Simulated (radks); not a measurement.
The numbers below are computed, except where a source is named.
The neodymium ion Nd2+, 58 electrons, occupied as [Xe] 4f2 6s2 (not the ground configuration). Code: a radial shooting solver on a logarithmic mesh with Libxc functionals. Model: Dirac Kohn-Sham, LDA (Slater exchange, Perdew-Wang correlation), spin-unpolarised, spherical densities, finite nucleus; open shells are shared between the two j in proportion to 2j + 1; Fermi nuclear charge, rms radius 4.9123 fm.

Normalised radial functions P(r) = r R(r) (large component), r in bohr:

r	6s1/2
0.003221	0.0405
0.004365	0.0492
0.005869	0.0576
0.007891	0.0645
0.01069	0.0675
0.01438	0.0629
0.01933	0.0466
0.0262	0.0143
0.03522	-0.0311
0.04736	-0.0796
0.06418	-0.1078
0.08629	-0.0835
0.1169	0.0077
0.1572	0.1189
0.2114	0.1527
0.2865	0.0289
0.3852	-0.1670
0.5178	-0.2140
0.7018	0.0147
0.9436	0.3016
1.269	0.3114
1.719	-0.0578
2.312	-0.4972
3.133	-0.6593
4.212	-0.4719
5.663	-0.1907
7.675	-0.0374
10.32	-0.0033

6s1/2: eigenvalue -17.452 eV, 5 radial nodes at r = 0.0290, 0.115, 0.299, 0.692, 1.66 bohr, <r> = 3.30 bohr, 90 % of the charge inside 4.67 bohr.
